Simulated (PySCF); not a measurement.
Species: C3H6Cl4SSi2.
Cartesian coordinates in Å at the GFN2-xTB level; atoms count from 1:
```xyz
16
C3H6Cl4SSi2 angstrom
Si    -1.3064    1.8172   -0.8308
C     -0.9686    0.1530    0.0208
C      0.2586   -0.3554    0.1262
S      1.6601    0.4535   -0.5192
Si     3.2121   -0.9193    0.1345
Cl     4.9466   -0.1802   -0.5049
C     -2.1430   -0.5590    0.5573
Cl    -1.8330   -2.2138    1.1428
Cl    -2.8345    0.3635    1.9270
Cl    -3.3954   -0.6730   -0.7081
H     -1.1795    1.5817   -2.2672
H     -2.6485    2.2637   -0.4760
H     -0.3068    2.7588   -0.3363
H      0.4614   -1.3019    0.6063
H      3.1509   -0.9698    1.5882
H      2.9185   -2.2100   -0.4721
```

Computed at PBE0/pcSseg-1 (PySCF, non-relativistic), with Q(33S) = −0.0678 b, Q(35Cl) = −0.0817 b: S4, 33S (I = 3/2): χzz = -30.75 MHz, η = 0.974; Cl6, 35Cl (I = 3/2): χzz = -42.49 MHz, η = 0.095; Cl8, 35Cl (I = 3/2): χzz = -81.83 MHz, η = 0.024.

Where would the pure quadrupole (NQR) lines of 33S at S4 fall for the rigid, isolated species?

From ν = (|χ|/2)√(1 + η²/3): ν = 17.64 MHz (sulfur bonded to C and Si).

Where would the pure quadrupole (NQR) lines of 35Cl at Cl6 fall for the rigid, isolated species?

From ν = (|χ|/2)√(1 + η²/3): ν = 21.28 MHz (silicon-bound chlorine). For 37Cl the ratio of quadrupole moments, 0.7881, gives 16.77 MHz.

Find the zero-field quadrupole resonance frequencies of 35Cl at Cl8.

From ν = (|χ|/2)√(1 + η²/3): ν = 40.92 MHz (chlorine of a CCl3 group). For 37Cl the ratio of quadrupole moments, 0.7881, gives 32.25 MHz.

Apply the simplest Townes–Dailey estimate (no s hybridisation, no π bonding), ionic character = 1 − χzz/χ0, where χ0 is the coupling for one missing p electron along the bond: −109.74 MHz for 35Cl.

Cl6 on Si5: 1 − (-42.49)/(-109.74) = 0.61; Cl8 on C7: 1 − (-81.83)/(-109.74) = 0.25. In this model a purely covalent bond gives χ0 and a free halide ion gives zero; s hybridisation or π bonding, where present, is counted here as ionic character.

In a crystal, neighbours and librations shift these lines. GFN2-xTB bond lengths can be off by several hundredths of an ångström, more for odd bonds, and the gradients follow them. A larger basis could move these couplings by a tenth or more.

One conformer stands for the species.
